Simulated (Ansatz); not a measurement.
Cost and result for the atomization energy of `[BH2][GeH]([F])[GaH2]` (9 atoms, 8 bonds).

```
atom   x (Å)   y (Å)   z (Å)
  B1   1.483  -0.920  -0.769
 Ge2   0.223  -0.282   0.699
  F3   1.101   0.681   1.885
 Ga4  -1.644   1.102  -0.118
  H5   1.071  -1.696  -1.578
  H6   2.586  -0.480  -0.882
  H7  -0.352  -1.460   1.523
  H8  -2.703   0.453  -1.080
  H9  -1.762   2.601   0.321
```

The species carries charge 0 and has multiplicity 1. Correlated methods include outer-core shells of Ga, Ge, which these sets cover unevenly. Scalar relativity is left out up to krypton. The geometry is a stationary point of PBE0-D4/def2-TZVP. Program: Ansatz. All runs use 4 threads of an AMD EPYC 9R05 on a shared host. Times are those of one run each, without the atoms' runs, and a repeat can differ threefold. Electronic energies, without spin–orbit coupling; frozen cores. CCSD(T)/CBS adds CCSD(T) − MP2 in def2-TZVPP to the MP2 limit, and its time is that of the two runs behind it. T1 = 0.014. With those shells the extrapolation isn't a true limit. B3LYP takes the VWN-RPA correlation (the form of Gaussian; ORCA's B3LYP/G). HSE06 is the plane-wave form, built on full-range PBE exchange.

CCSD(T)/CBS is a level of theory with its own doubt, some kJ/mol a heavy atom from the limit and from the frozen cores, so smaller differences don't rank the functionals.

```tsv
level	functions	wall time
BLYP-D4/def2-TZVPP	228	0.75 s
PBE0-D4/def2-TZVPP	228	1.1 s
HSE06-D4/def2-TZVPP	228	1.2 s
CAM-B3LYP-D4/def2-TZVPP	228	1.4 s
r2SCANh-D4/def2-TZVPP	228	1.5 s
B3LYP-D4/def2-TZVPP (with forces)	228	1.6 s
PBE-QIDH/def2-TZVPP	228	1.9 s
B2PLYP/def2-TZVPP	228	2 s
ωB97X-V/def2-TZVPP	228	2.6 s
CCSD(T)/def2-SVP	117	3.4 s
MP2/def2-QZVPP	442	9 s
CCSD(T)/def2-TZVPP	228	46 s
CCSD(T)/CBS(def2)	–	55 s
```

(1) What atomization energy does each give, and how far from CCSD(T)/CBS? (Estimate.)

## Answers

(1) Computed: 
```json
{"level": "BLYP-D4/def2-TZVPP", "atomization (kcal/mol)": "590.1", "difference from CCSD(T)/CBS": "-9.8", "per bond": "-1.2"}
{"level": "PBE0-D4/def2-TZVPP", "atomization (kcal/mol)": "592.5", "difference from CCSD(T)/CBS": "-7.4", "per bond": "-0.9"}
{"level": "HSE06-D4/def2-TZVPP", "atomization (kcal/mol)": "592.6", "difference from CCSD(T)/CBS": "-7.3", "per bond": "-0.9"}
{"level": "CAM-B3LYP-D4/def2-TZVPP", "atomization (kcal/mol)": "600.2", "difference from CCSD(T)/CBS": "0.3", "per bond": "0.0"}
{"level": "r2SCANh-D4/def2-TZVPP", "atomization (kcal/mol)": "599.9", "difference from CCSD(T)/CBS": "0.0", "per bond": "0.0"}
{"level": "B3LYP-D4/def2-TZVPP (with forces)", "atomization (kcal/mol)": "594.9", "difference from CCSD(T)/CBS": "-5.0", "per bond": "-0.6"}
{"level": "PBE-QIDH/def2-TZVPP", "atomization (kcal/mol)": "594.8", "difference from CCSD(T)/CBS": "-5.1", "per bond": "-0.6"}
{"level": "B2PLYP/def2-TZVPP", "atomization (kcal/mol)": "590.5", "difference from CCSD(T)/CBS": "-9.4", "per bond": "-1.2"}
{"level": "ωB97X-V/def2-TZVPP", "atomization (kcal/mol)": "603.6", "difference from CCSD(T)/CBS": "3.7", "per bond": "0.5"}
{"level": "CCSD(T)/def2-SVP", "atomization (kcal/mol)": "562.2", "difference from CCSD(T)/CBS": "-37.7", "per bond": "-4.7"}
{"level": "MP2/def2-QZVPP", "atomization (kcal/mol)": "599.1", "difference from CCSD(T)/CBS": "-0.8", "per bond": "-0.1"}
{"level": "CCSD(T)/def2-TZVPP", "atomization (kcal/mol)": "589.8", "difference from CCSD(T)/CBS": "-10.1", "per bond": "-1.3"}
{"level": "CCSD(T)/CBS(def2)", "atomization (kcal/mol)": "599.9", "difference from CCSD(T)/CBS": "0.0", "per bond": "0.0"}
```

From PBE to PBE0 (25 % exact exchange), in def2-TZVPP and without D4, the atomization energy moves by −5.3 kcal/mol: exact exchange takes away binding that semilocal exchange gives to molecules. The D4 term adds +6.8 kcal/mol with B3LYP and +3.6 kcal/mol with PBE0; it sums over pairs of atoms, weighted by their polarisabilities, and B3LYP, whose exchange is more repulsive, gets the larger term. Leaving LDA and LC-ωPBE aside and taking each functional with its dispersion term where it has one, the values, not all of them listed here, spread over 22.8 kcal/mol, from revPBE-D4 to B97M-V. LDA lies +83.5 kcal/mol from PBE without D4, its usual overbinding.

For some Ge, Se and Sn compounds the MP2-based and the directly extrapolated limit differ by 10 to 25 kJ/mol.
